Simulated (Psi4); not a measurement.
I3Pb, charge -1, singlet, at a GFN2-xTB geometry (such geometries of metal compounds can be far from the true shape) (core potentials on I, Pb) (a gas-phase anion, which may not be bound at this level), with bond 4-1 at 2.0 times its length; Psi4 with B3LYP/def2-SVP.

The Psi4 input:
```
memory 2 GB

molecule mol {
-1 1
  Pb   -0.008011   -0.009412    0.810548
  I     0.428983   -2.525290   -0.443200
  I     1.982873    1.637600   -0.379501
  I    -4.790912    1.813917   -1.673255
}

set basis def2-svp
set reference rks
set guess sadno

energy('b3lyp')
print_variables()
```

The log (banner, timings and long lists left out):

```
   => Loading Basis Set <=

    Name: DEF2-SVP
    Role: ORBITAL
    Keyword: BASIS

    !!!  WARNING: ECP capability is in beta. Please check occupations closely.  !!!

         ---------------------------------------------------------
                                   SCF
               by Justin Turney, Rob Parrish, Andy Simmonett
                          and Daniel G. A. Smith
                              RKS Reference
         ---------------------------------------------------------

  ==> Geometry <==

    Molecular point group: c1
    Full point group: C1

    Geometry (in Angstrom), charge = -1, multiplicity = 1:

       Center              X                  Y                   Z               Mass
    ------------   -----------------  -----------------  -----------------  -----------------
         PB           0.507674523950    -0.205754486964     1.062247368376   207.976652500000
         I            0.944668523950    -2.721632486964    -0.191500631624   126.904471900000
         I            2.498558523950     1.441257513036    -0.127801631624   126.904471900000
         I           -4.275226476050     1.617574513036    -1.421555631624   126.904471900000

  Running in c1 symmetry.

  Rotational constants: A =      0.01108  B =      0.00414  C =      0.00334 [cm^-1]
  Rotational constants: A =    332.28672  B =    124.23717  C =    100.01386 [MHz]
  Nuclear repulsion =  426.088909704965431

  Charge       = -1
  Multiplicity = 1
  Electrons    = 98
  Nalpha       = 49
  Nbeta        = 49

  ==> Algorithm <==

  SCF Algorithm Type is DF.
  DIIS enabled.
  MOM disabled.
  Fractional occupation disabled.
  Guess Type is SADNO.
  Energy threshold   = 1.00e-06
  Density threshold  = 1.00e-06
  Integral threshold = 1.00e-12

  ==> Primary Basis <==

  Basis Set: DEF2-SVP
    Blend: DEF2-SVP
    Number of shells: 40
    Number of basis functions: 104
    Number of Cartesian functions: 112
    Spherical Harmonics?: true
    Max angular momentum: 2

  Core potential: DEF2-SVP
    Number of shells: 16
    Number of ECP primitives: 105
    Number of ECP core electrons: 144
    Max angular momentum: 3

  ==> DFT Potential <==

   => LibXC <=

    Version 7.1.2
    S. Lehtola, C. Steigemann, M. J. T. Oliveira, and M. A. L. Marques,  SoftwareX 7, 1–5 (2018) (10.1016/j.softx.2017.11.002)

   => Composite Functional: B3LYP <=

    B3LYP Hyb-GGA Exchange-Correlation Functional

[...]
   @DF-RKS iter  19: -1086.54515815223317   -2.93585e-04   5.95004e-05 DIIS
   @DF-RKS iter  20: -1086.54522311455980   -6.49623e-05   2.09584e-05 DIIS
   @DF-RKS iter  21: -1086.54522955968719   -6.44513e-06   7.92517e-06 DIIS
   @DF-RKS iter  22: -1086.54523078535135   -1.22566e-06   2.18772e-06 DIIS
   @DF-RKS iter  23: -1086.54523091645956   -1.31108e-07   6.57975e-07 DIIS
  Energy and wave function converged.

  ==> Post-Iterations <==

   Electrons on quadrature grid:
      Ntotal   =   98.0000494570 ; deviation = 4.946e-05

    Orbital Energies [Eh]
    ---------------------

    Doubly Occupied:

[...]
      49A     -0.049586

    Virtual:

[...]
     104A     56.035190

    Final Occupation by Irrep:
              A
    DOCC [    49 ]
    NA   [    49 ]
    NB   [    49 ]

  @DF-RKS Final Energy: -1086.54523091645956

   => Energetics <=

    Nuclear Repulsion Energy =            426.0889097049654310
    One-Electron Energy =               -2755.6868602576132616
    Two-Electron Energy =                1310.6564656240882414
    DFT Exchange-Correlation Energy =     -67.6037459878999556
    Empirical Dispersion Energy =           0.0000000000000000
    VV10 Nonlocal Energy =                  0.0000000000000000
    Total Energy =                      -1086.5452309164595590

Computation Completed

Properties will be evaluated at   0.000000,   0.000000,   0.000000 [a0]

Properties computed using the SCF density matrix

 Multipole Moments:

 ------------------------------------------------------------------------------------
     Multipole            Electronic (a.u.)      Nuclear  (a.u.)        Total (a.u.)
 ------------------------------------------------------------------------------------

 L = 1.  Multiply by 2.5417464519 to convert [e a0] to [Debye]
 Dipole X            :         22.7200023          -18.2002285            4.5197738
 Dipole Y            :         -9.1080633            7.3763376           -1.7317257
 Dipole Z            :         40.9993376          -38.0817708            2.9175668
 Magnitude           :                                                    5.6514976

 ------------------------------------------------------------------------------------

  Variable Map:
  ----------------------------------------------------------------------------
[...]
  Array Variable Map:
  ----------------------------------------------------------------------------
[...]
[...]
```
